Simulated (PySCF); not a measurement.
# Spin states of CdSi

Unrestricted PBE0; Cd def2-SVP with ECP28, Si def2-SVP; scalar-relativistic core potentials (PySCF 2.14). Outer shells of the fragments: Cd 4d10 5s2; Si 3s2 3p2.

Followed along the bond (rough minima from three points):

| 2Ms+1 | unpaired | ⟨S²⟩ at the start | R at minimum (Å) | Te (eV) |
| --- | --- | --- | --- | --- |
| 3 | π ↑↑ | 2.02 | 2.59 | 0.00 |
| 1 | π ↑↓ | 1.01 | 2.58 | 0.28 |
| 3 | σ ↑, π ↑ | 2.01 | 2.99 | 0.64 |
| 1 | σ ↓, π ↑ | 1.01 | 2.87 | 0.83 |
| 1 | none | 0.00 | 2.54 | 1.13 |

Solutions found at the starting distance of 2.515 Å, counted from the lowest of them; the search is not exhaustive and high or unbound solutions are not listed, so other states can lie among these:

```json
{"2Ms+1": "3", "unpaired": "π ↑↑", "term": "³Σ⁻", "E (eV)": "0.00", "⟨S²⟩": "2.02", "⟨Lz²⟩": "0.00", "μ (D)": "-2.73"}
{"2Ms+1": "1", "unpaired": "π ↑↓", "term": "mixed", "E (eV)": "0.27", "⟨S²⟩": "1.01", "⟨Lz²⟩": "2.02", "μ (D)": "-2.65"}
{"2Ms+1": "3", "unpaired": "σ ↑, π ↑", "term": "³Π", "E (eV)": "0.85", "⟨S²⟩": "2.01", "⟨Lz²⟩": "1.01", "μ (D)": "0.43"}
{"2Ms+1": "1", "unpaired": "σ ↓, π ↑", "term": "mixed", "E (eV)": "0.98", "⟨S²⟩": "1.01", "⟨Lz²⟩": "1.01", "μ (D)": "0.41"}
{"2Ms+1": "1", "unpaired": "none", "term": "mixed", "E (eV)": "1.12", "⟨S²⟩": "0.00", "⟨Lz²⟩": "2.00", "μ (D)": "-2.33"}
{"2Ms+1": "3", "unpaired": "σ ↑↑, π ↑↓", "term": "mixed", "E (eV)": "2.51", "⟨S²⟩": "3.01", "⟨Lz²⟩": "2.01", "μ (D)": "-1.79"}
{"2Ms+1": "1", "unpaired": "σ ↓↓, π ↑↑", "term": "mixed", "E (eV)": "2.63", "⟨S²⟩": "2.02", "⟨Lz²⟩": "0.00", "μ (D)": "-2.04"}
{"2Ms+1": "3", "unpaired": "σ ↑, π ↑", "term": "³Π", "E (eV)": "3.21", "⟨S²⟩": "2.01", "⟨Lz²⟩": "1.03", "μ (D)": "-3.82"}
{"2Ms+1": "1", "unpaired": "σ ↓, π ↑", "term": "mixed", "E (eV)": "3.42", "⟨S²⟩": "1.06", "⟨Lz²⟩": "1.01", "μ (D)": "-3.69"}
{"2Ms+1": "3", "unpaired": "π ↑↑", "term": "mixed", "E (eV)": "3.42", "⟨S²⟩": "2.02", "⟨Lz²⟩": "2.01", "μ (D)": "1.59"}
```

A term symbol is given only where ⟨S²⟩ and ⟨Lz²⟩ are close to those of a pure state; real π, δ and φ orbitals otherwise mix terms. A positive dipole means Cd(−)Si(+).

Spin–orbit coupling is left out. Counting both spins, an empty level lies below a filled one in some of these solutions, because spin and occupation are held.
